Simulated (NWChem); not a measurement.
System: octafluoropropane (C3F8); SMILES FC(F)(C(F)(C(F)(F)F)F)F

```xyz
11

F     -1.3812    -1.0955     1.0082
C     -1.3168     0.0001     0.2353
F     -1.3761     1.0902     1.0162
F     -2.3645     0.0055    -0.6015
C      0.0000     0.0000    -0.5975
F      0.0001     1.1049    -1.3806
F     -0.0001    -1.1049    -1.3806
C      1.3168    -0.0001     0.2353
F      1.3761    -1.0902     1.0162
F      2.3645    -0.0055    -0.6015
F      1.3812     1.0955     1.0082
```
Atoms are numbered in this order, from 1.

Program: NWChem. The geometry was optimised at PBE-D3(BJ)/def2-SVP. No frequency run checked for a minimum.

**Question.** Among these, which level gives the highest value of “highest occupied level (eV)”?
A) TPSS/aug-cc-pVDZ
B) TPSS/cc-pVDZ
C) TPSS/cc-pVTZ

**Answer.** B, TPSS/cc-pVDZ. Values: TPSS/aug-cc-pVDZ -9.24; TPSS/cc-pVTZ -9.07; TPSS/cc-pVDZ -8.69
